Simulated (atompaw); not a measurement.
## Reading a pseudo-wave (Ar)

Columns: radius, all-electron u(r) and pseudo u(r) of the 3s shell (level -50.55 eV) of argon in the configuration [Ne] 3s2 3p4; PBE, scalar-relativistic, PAW (atompaw) scheme, atompaw 4.2.0.5.

```tsv
r (bohr)	all-electron	pseudo
0.044	0.2672	0.0380
0.088	0.1313	0.0762
0.133	-0.1029	0.1160
0.177	-0.3017	0.1557
0.221	-0.4308	0.1964
0.265	-0.4861	0.2383
0.310	-0.4769	0.2824
0.354	-0.4183	0.3269
0.398	-0.3251	0.3726
0.442	-0.2097	0.4193
0.487	-0.0795	0.4680
0.531	0.0518	0.5161
0.575	0.1812	0.5643
0.619	0.3045	0.6122
0.663	0.4190	0.6592
0.708	0.5251	0.7059
0.752	0.6172	0.7496
0.796	0.6976	0.7907
0.840	0.7665	0.8287
0.885	0.8251	0.8637
0.929	0.8714	0.8937
0.973	0.9075	0.9189
1.017	0.9341	0.9390
1.062	0.9524	0.9539
1.106	0.9624	0.9627
1.150	0.9656	0.9656
```

(1) How many radial nodes do the two functions have?

(2) Is the pseudo-wave norm-conserving?

## Answers

(1) The all-electron 3s function has n − l − 1 = 2; the pseudo-wave has 0, since the states of the same l below it are removed with the core.

(2) No, it belongs to a PAW set: the norm inside the radius is not constrained, and the difference is carried by the augmentation charge.
